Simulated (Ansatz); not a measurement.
Calculated with Ansatz (gas phase, PBE0-D4/def2-TZVP geometries, no zero-point term in ΔE). CCSD(T)/CBS is the MP2 limit (def2-TZVPP, def2-QZVPP) plus CCSD(T) − MP2 in def2-TZVPP, frozen cores. This one scheme is used for every species. Each species was taken in one conformer, which may not be the lowest.

Consider the hydrogenolysis of the Si–S bond: `S[Si](Cl)(Cl)Cl` + H₂ → `Cl[SiH](Cl)Cl` + H₂S.

```tsv
species	CCSD(T)/CBS(def2) energy (Eh)
`S[Si](Cl)(Cl)Cl`	-2066.97878
H₂	-1.17544
`Cl[SiH](Cl)Cl`	-1669.16736
H₂S	-398.97279
```

Question: Work out ΔE.

Answer: ΔE = (-1669.16736) + (-398.97279) − (-2066.97878) − (-1.17544) = 0.01407 Eh = +0.38 eV.

Largest T1 diagnostic among the species: 0.010.

From BLYP to BHLYP (50 % exact exchange), in def2-TZVPP and without D4, ΔE moves by −0.04 eV. The D4 term adds +0.16 eV with B3LYP and +0.09 eV with PBE0; it sums over pairs of atoms, weighted by their polarisabilities, and B3LYP, whose exchange is more repulsive, gets the larger term.

B3LYP here is the variant with VWN-RPA as its local correlation; programs differ in this.
